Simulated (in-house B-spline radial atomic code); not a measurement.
Values are calculated unless marked as measured or tabulated.
## Two electrons in Ge: a spherical dot of radius 81.3 nm with hard walls with an ionised donor at its centre

For Ge the NSM archive of the Ioffe Institute lists m_l = 1.6 m0, m_t = 0.08 m0 and ε = 16.2; the model takes one isotropic valley with the conductivity mass 3/(1/m_l + 2/m_t) = 0.117 m0, and so misses anisotropy and the other valleys. All triplets below are those of one valley; with several valleys two electrons can form a triplet in the 1s orbital itself, at an energy set by the valley splitting. Real donors also feel a central-cell potential, which shifts the ground state.

Effective-mass model with parabolic bands, a uniform dielectric constant, no image charges, no central-cell or spin-orbit terms. Two-electron levels come from full CI in B-splines with partial waves to l = 5 (up to 0.001 effective hartree above the limit).

Q: What are the effective units, and what is the potential in them?

A: Ha* = 27211.386 meV × 0.117/16.2² = 12.13 meV and a* = 0.0529177 nm × 16.2/0.117 = 7.327 nm. The radius is R = 11.1 a*, with −1/r added.

In these units the lowest s and p orbitals lie at -0.500000 and -0.121900, and their Coulomb and exchange integrals are J_ss = 0.625002, J_sp = 0.257304 and K_sp = 0.01924. Full CI gives -0.525953 for the ground singlet, -0.424675 for the sp triplet, -0.418380 for the sp singlet and -0.438581 for the lowest triplet of two s orbitals.

Q: What does it cost to add the second electron, to first order and exactly?

A: To first order E = 2ε_s + J_ss = -0.374998, so the charging energy E(2) − 2E(1) is J_ss = 7.582 meV. CI gives -0.525953 − 2 × (-0.500000) = 0.474047, or 5.751 meV: relaxation and correlation lower it by 1.831 meV, 24.2 % of J_ss. The s² configuration of one-electron orbitals holds 64.7 % of the state, and the mean radius is 18.4 nm.

Q: How far above the singlet do the triplets lie?

A: To first order the sp triplet lies at ε_s + ε_p + J_sp − K_sp = -0.383832, which is 0.1072 meV below 2ε_s + J_ss, so first order fails: the exact ground state of two electrons is a singlet. CI gives -0.424675 − (-0.525953) = 0.101278, or 1.229 meV, 27 % of the orbital spacing of 4.587 meV. The ss triplet lies 1.06 meV up, so the lower of the two is the ss one, and its gap equals k_BT at 12.3 K. The sp singlet-triplet splitting is 0.07636 meV, against 2K_sp = 0.4667 meV.
